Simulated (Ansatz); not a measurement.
(1) Predict a relaxed structure of `CC(C)(C)C#CC#CC#CC(C)(C)C`, charge 0, singlet, at PBE-D4/def2-SVP (Ansatz).

Answers

(1) 
Cartesian coordinates in Å:
```
C 3.993 -0.923 -3.509
C 2.567 -0.458 -3.892
C 1.905 -1.507 -4.819
C 2.638 0.909 -4.617
C 1.762 -0.316 -2.673
C 1.083 -0.195 -1.646
C 0.340 -0.062 -0.518
C -0.342 0.062 0.517
C -1.085 0.194 1.644
C -1.764 0.315 2.673
C -2.567 0.458 3.892
C -2.828 1.961 4.156
C -3.914 -0.282 3.704
C -1.794 -0.157 5.085
H 3.966 -1.899 -2.986
H 4.611 -1.034 -4.424
H 4.486 -0.188 -2.843
H 2.505 -1.623 -5.745
H 1.840 -2.494 -4.320
H 0.881 -1.197 -5.104
H 1.627 1.263 -4.898
H 3.245 0.814 -5.541
H 3.106 1.677 -3.970
H -1.876 2.512 4.290
H -3.378 2.423 3.313
H -3.434 2.082 5.077
H -4.484 0.139 2.853
H -4.530 -0.180 4.621
H -3.752 -1.361 3.511
H -2.392 -0.055 6.014
H -1.592 -1.233 4.916
H -0.824 0.356 5.237
```
Point group D3 (tolerance 0.1 Å). This is one stationary point.
